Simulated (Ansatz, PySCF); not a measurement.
Input for Ansatz (an electronic-structure program):
Ansatz 0.2 input:
```yaml
crystal:
  periodic: [false, false, false]
  atoms:
    - {symbol: C, position_ang: [1.51673722, -1.17841064, -0.51652139]}
    - {symbol: N, position_ang: [1.57471507, 0.23418042, -0.25344693]}
    - {symbol: C, position_ang: [2.90033046, 0.79848820, -0.26613600]}
    - {symbol: C, position_ang: [0.65458206, 0.79125486, 0.62492997]}
    - {symbol: C, position_ang: [-0.57120102, 0.07703849, 1.03899522]}
    - {symbol: N, position_ang: [-1.45081329, -0.32682032, -0.07898795]}
    - {symbol: C, position_ang: [-1.88421939, 0.81694709, -0.85158422]}
    - {symbol: C, position_ang: [-2.57962898, -1.09295807, 0.39941081]}
    - {symbol: H, position_ang: [2.09179180, -1.39157200, -1.41910800]}
    - {symbol: H, position_ang: [1.93437294, -1.77739103, 0.30543216]}
    - {symbol: H, position_ang: [0.47883690, -1.46083258, -0.67766317]}
    - {symbol: H, position_ang: [2.83855177, 1.87737778, -0.13711493]}
    - {symbol: H, position_ang: [3.53647366, 0.39038272, 0.53226862]}
    - {symbol: H, position_ang: [3.37440419, 0.58440677, -1.22574409]}
    - {symbol: H, position_ang: [0.69397618, 1.86522102, 0.69466845]}
    - {symbol: H, position_ang: [-0.31661178, -0.85510082, 1.56107129]}
    - {symbol: H, position_ang: [-1.12214499, 0.72065043, 1.74647474]}
    - {symbol: H, position_ang: [-2.50886732, 1.51198947, -0.26688852]}
    - {symbol: H, position_ang: [-2.45879489, 0.47111659, -1.71041852]}
    - {symbol: H, position_ang: [-1.00461602, 1.35034062, -1.20703805]}
    - {symbol: H, position_ang: [-3.17546499, -1.41978338, -0.45271962]}
    - {symbol: H, position_ang: [-3.22952213, -0.51796476, 1.07976803]}
    - {symbol: H, position_ang: [-2.21930020, -1.97452138, 0.92948955]}
basis:
  gaussian:
    orbitals: STO-3G
magnetization: {spin_polarized: true, initial_magnetization: 1}
correlation: {method: ccsd_t, electrons: outside_noble_gas}
accuracy: high
```

Q: Give the equivalent PySCF input.

A: Several could match; the one computed here: 
```python
from pyscf import gto, scf, cc

mol = gto.Mole()
mol.atom = '''
    C     1.516737   -1.178411   -0.516521
    N     1.574715    0.234180   -0.253447
    C     2.900330    0.798488   -0.266136
    C     0.654582    0.791255    0.624930
    C    -0.571201    0.077038    1.038995
    N    -1.450813   -0.326820   -0.078988
    C    -1.884219    0.816947   -0.851584
    C    -2.579629   -1.092958    0.399411
    H     2.091792   -1.391572   -1.419108
    H     1.934373   -1.777391    0.305432
    H     0.478837   -1.460833   -0.677663
    H     2.838552    1.877378   -0.137115
    H     3.536474    0.390383    0.532269
    H     3.374404    0.584407   -1.225744
    H     0.693976    1.865221    0.694668
    H    -0.316612   -0.855101    1.561071
    H    -1.122145    0.720650    1.746475
    H    -2.508867    1.511989   -0.266889
    H    -2.458795    0.471117   -1.710419
    H    -1.004616    1.350341   -1.207038
    H    -3.175465   -1.419783   -0.452720
    H    -3.229522   -0.517965    1.079768
    H    -2.219300   -1.974521    0.929490
'''
mol.basis = 'sto-3g'
mol.charge = 0
mol.spin = 1
mol.verbose = 4
mol.build()

mf = scf.UHF(mol)
mf.kernel()

mycc = cc.CCSD(mf, frozen=8)
mycc.kernel()
et = mycc.ccsd_t()
print('E(CCSD(T)) = %.10f' % (mycc.e_tot + et))
```

Both were run: Ansatz gave -341.108438 Eh and PySCF -341.108438 Eh, 0.000 mEh apart.
